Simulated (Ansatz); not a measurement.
Z-matrix (Å, degrees):
```
Ge
S 1 2.207
N 1 1.851 2 107.6
H 1 1.542 2 106.1 3 -122.9
H 1 1.538 2 112.1 3 115.1
Ge 2 2.250 1 96.6 3 -52.5
H 3 1.012 1 113.1 2 161.7
H 3 1.012 1 113.3 2 -74.5
N 6 1.828 2 114.7 1 72.9
H 6 1.536 2 107.2 1 -46.6
H 6 1.534 2 105.1 1 -167.4
H 9 1.011 6 113.4 2 67.3
H 9 1.015 6 109.7 2 -54.4
```

The species carries charge 0 and has multiplicity 1.

(1) List the r2SCAN/def2-TZVPP orbital energies in eV (Ansatz). (Estimate.)

Answers

(1) The calculation gave: Occupied: -10834.70, -10834.49, -2408.64, -1349.75, -1349.55, -1199.81, -1199.80, -1199.79, -1199.61, -1199.59, -1199.58, -385.23, -384.74, -213.07, -167.98, -167.77, -157.12, -157.07, -156.96, -117.70, -117.66, -117.63, -117.51, -117.44, -117.42, -31.01, -30.97, -30.95, -30.89, -30.88, -30.80, -30.77, -30.74, -30.67, -30.67, -22.31, -21.83, -18.25, -14.13, -13.38, -12.51, -12.07, -10.19, -9.59, -9.24, -8.79, -8.24, -7.92, -6.82, -6.42, -6.00. Lowest empty: -0.24, -0.16, 0.06, 0.41, 0.60, 1.18, 1.72, 2.17.
